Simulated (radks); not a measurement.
Task: These are the eigenvalues of the occupied orbitals of an atom or ion with whole-number occupations (Ry). All-electron calculation, scalar-relativistic Kohn-Sham, Slater X-alpha with alpha = 0.632, spin-unpolarised, spherical densities, finite nucleus; Fermi nuclear charge, rms radius of each element as measured or else 0.836 A^(1/3) + 0.57 fm. Program: a radial shooting solver on a logarithmic mesh with Libxc functionals.

orbital  eigenvalue
1s        -4641.313
2s        -790.7129
2p        -696.0878
3s        -179.9133
3p        -151.5165
3d        -117.3043
4s        -36.62127
4p        -27.30045
4d        -15.13374
5s         -5.60429
5p         -3.43976
4f         -1.79827
6s         -1.22315

Which element is it, and in what charge state? The configuration may be excited.

Result: Z = 71, lutetium, charge +2: Lu2+ in [Xe] 4f14 6s1. The list shows which subshells hold electrons but not how many an open one holds; the 1s level, -2320.7 hartree, gives Z - s = 68.1 by -(Z - s)^2/2, which with screening and relativity narrows Z to a few neighbours, and the depths of the outer levels then fix element, charge and occupations together.
